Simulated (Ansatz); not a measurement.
Cost and result up the ladder for GaH2(OMe) (CH₅GaO) (8 atoms). The state is a singlet with charge 0. Geometry: B3LYP-D4/def2-TZVP.

```xyz
8

Ga    0.479    1.525   -0.138
H     1.182    1.188   -1.495
H     0.377    2.867    0.641
O    -0.352    0.161    0.674
C    -0.405   -1.159    0.174
H    -1.448   -1.464    0.046
H     0.063   -1.845    0.888
H     0.104   -1.273   -0.791
```

Ansatz on 4 threads of Arm Neoverse V1 on a shared host. Times are rough, and most runs start from the orbitals of an earlier one. ωB97M-V/def2-TZVP serves as the yardstick here, not as an exact answer. Differences are given only for rows in sets of like size (and for xTB, whose basis is part of the method), since another set adds its own error. Binding counts from free atoms at the same level (Ga doublet, H doublet, O triplet, C triplet; other spins of the atoms weren't run), without zero-point energy or a counterpoise term.

LC-ωPBE has ω = 0.4 bohr⁻¹. Correlated methods freeze 11 core orbitals; core or outer-core shells of Ga are correlated, in sets that lack core-valence functions.

Correlated methods converge slowly with the basis.

```
                          level  functions  binding energy per atom (eV)  difference from ωB97M-V/def2-TZVP (eV)
             CCSD(T)/def2-TZVPP        180                          3.27                                   -0.04
            revPBE-D4/def2-TZVP        140                          3.27                                   -0.05
PBE0-D4/def2-TZVP (with forces)        140                          3.30                                   -0.02
            r2SCAN-D4/def2-TZVP        140                          3.33                                    0.01
              BLYP-D4/def2-TZVP        140                          3.30                                   -0.02
              ωB97X-V/def2-TZVP        140                          3.34                                    0.02
           r2SCAN0-D4/def2-TZVP        140                          3.28                                   -0.04
                  MP2/def2-TZVP        140                          3.25                                   -0.07
                   HF/def2-TZVP        140                          2.40                                   -0.92
               PBE-D4/def2-TZVP        140                          3.35                                    0.03
              ωB97M-V/def2-TZVP        140                          3.32                                    0.00
              LC-ωPBE/def2-TZVP        140                          3.32                                    0.00
                PBE-D4/def2-SVP         85                          3.37                                       –
               PBE0-D4/def2-SVP         85                          3.32                                       –
```

Task: Estimate how long each takes.

Result: HF/def2-TZVP 0.55 s; PBE-D4/def2-SVP 0.55 s; PBE0-D4/def2-SVP 0.75 s; MP2/def2-TZVP 0.85 s; PBE-D4/def2-TZVP 0.9 s; revPBE-D4/def2-TZVP 0.9 s; BLYP-D4/def2-TZVP 0.9 s; LC-ωPBE/def2-TZVP 1.1 s; PBE0-D4/def2-TZVP (with forces) 1.4 s; r2SCAN-D4/def2-TZVP 1.8 s; r2SCAN0-D4/def2-TZVP 2.1 s; ωB97X-V/def2-TZVP 3.3 s; ωB97M-V/def2-TZVP 3.7 s; CCSD(T)/def2-TZVPP 31 s. On shared hardware such times vary by a factor of up to 3.
